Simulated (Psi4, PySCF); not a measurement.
Here is a job for Psi4.
```
memory 2 GB

molecule mol {
0 1
Bi   -0.004281   -0.000675    0.502838
Cl   -1.831625   -0.993022   -0.835331
Cl    0.065342    2.090491   -0.815044
Cl    1.787184   -1.094175   -0.804658
}

set {
  basis def2-svp
  reference rks
  scf_type pk
  puream true
  d_convergence 1e-8
  dft_radial_points 99
  dft_spherical_points 590
}

energy('b97m-v')
print_variables()
```

### Question
Give the equivalent PySCF input.

### Answer
One answer among several that fit: 
```python
from pyscf import gto, scf, dft

mol = gto.M(
    atom='''
Bi   -0.00428098   -0.00067467    0.50283800
Cl   -1.83162453   -0.99302219   -0.83533113
Cl    0.06534181    2.09049123   -0.81504384
Cl    1.78718399   -1.09417508   -0.80465760
''',
    basis='def2-svp',
    ecp={'Bi': 'def2-svp'},
    verbose=4,
)

mf = dft.RKS(mol)
mf.xc = 'b97m_v'
mf.grids.atom_grid = (99, 590)
mf.grids.prune = None
mf.kernel()
```

Both were run: Psi4 gave -1594.565853 Eh and PySCF -1594.566047 Eh, 0.194 mEh apart.
